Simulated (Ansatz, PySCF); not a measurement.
System: sum formula BNH₃ (charge 0, doublet). It need not be the lowest isomer of its formula. 
Geometry from a B3LYP-D3(BJ)/def2-TZVP (Ansatz, a first-principles code) optimisation:
SMILES: [NH]B
```xyz
5

B     -0.6755     0.1489    -0.0061
N      0.6301    -0.0972     0.0059
H     -1.4467    -0.7808    -0.0183
H     -1.1064     1.2696    -0.0052
H      1.5198    -0.5528     0.0128
```
Charge 0, spin multiplicity 2.

Wanted: atomisation energy (electronic, to ground-state atoms), in kJ/mol. Valence correlation only, unless marked. Open shells are spin-unrestricted. No spin-orbit coupling. No relativistic terms. The coupled-cluster limit lacks core correlation, which all-electron functionals hold. CBS marks a two-point X^-3 extrapolation of the correlation energy; Hartree-Fock from the larger set. [CCSD(T)-MP2]/basis is that difference in the basis named.

```
level                                                                 program  atomisation energy (kJ/mol)
-------------------------------------------------------------  --------------  ---------------------------
HF/6-31G                                                               Ansatz                       1082.7
HF/def2-TZVPPD                                                         Ansatz                       1158.7
BLYP-D4/def2-TZVPD                                             Ansatz + dftd4                       1640.0
M06-L/def2-TZVPD                                                        PySCF                       1603.5
r2SCAN-D4/def2-TZVPD                                           Ansatz + dftd4                       1616.6
PBE0/STO-3G                                                            Ansatz                       1922.5
MP2/CBS(def2-TZVPP,def2-QZVPP)                                         Ansatz                       1574.9
RI-MP2/cc-pVQZ                                                         Ansatz                       1557.8
RI-MP2/def2-QZVPP                                                      Ansatz                       1558.3
SCS-MP2/STO-3G                                                         Ansatz                       1582.4
SCS-MP2/cc-pVTZ                                                        Ansatz                       1542.2
CCSD/cc-pVDZ                                                           Ansatz                       1423.5
CCSD/CBS(cc-pVTZ,cc-pVQZ)                                              Ansatz                       1554.4
RI-MP2/CBS(def2-TZVPPD,def2-QZVPPD)+[CCSD(T)-MP2]/def2-TZVPPD          Ansatz                       1577.2
CCSD(T)/CBS(def2-TZVPPD,def2-QZVPPD)                                   Ansatz                       1576.8
```
